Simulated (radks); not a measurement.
Problem. Species: Bi III. Configuration: [Hg] 6p1. Method: Dirac Kohn-Sham, PBE, spin-unpolarised, spherical densities, finite nucleus; open shells fill j = l - 1/2 first; Fermi nuclear charge, rms radius 5.5211 fm; computed with a radial shooting solver on a logarithmic mesh with Libxc functionals. Some entries of the table are withheld. Estimate them.

orbital  occ.  eigenvalue (eV)  <1/r> (bohr^-1)
1s1/2       2        -90468.45            103.2
2s1/2       2        -16255.42            25.57
2p1/2       2        -15626.16            25.54
2p3/2       4        -13306.76            20.24
3s1/2       2        -3936.342            9.375
3p1/2       2        -3650.246            9.289
3p3/2       4        -3130.941            7.903
3d3/2       4        -2659.380            7.803
3d5/2       6        -2549.268            7.497
4s1/2       2        -916.5284            3.986
4p1/2       2        -791.7834            3.878
4p3/2       4        -663.8109            3.399
4d3/2       4              (1)            3.204
4d5/2       6              (2)            3.097
5s1/2       2              (3)            1.668
4f5/2       6        -172.2258            2.766
4f7/2       8        -166.7351            2.725
5p1/2       2              (4)              (5)
5p3/2       4              (6)              (7)
5d3/2       4         -45.7858              (8)
5d5/2       6         -42.7662              (9)
6s1/2       2         -30.2915           0.6210
6p1/2       1         -20.8956           0.5210
6p3/2       0         -18.2152           0.4646

Solution. 
(1) 4d3/2 eigenvalue (eV): -460.2500
(2) 4d5/2 eigenvalue (eV): -436.3597
(3) 5s1/2 eigenvalue (eV): -174.1917
(4) 5p1/2 eigenvalue (eV): -130.9095
(5) 5p1/2 <1/r> (bohr^-1): 1.547
(6) 5p3/2 eigenvalue (eV): -106.2707
(7) 5p3/2 <1/r> (bohr^-1): 1.371
(8) 5d3/2 <1/r> (bohr^-1): 1.093
(9) 5d5/2 <1/r> (bohr^-1): 1.052
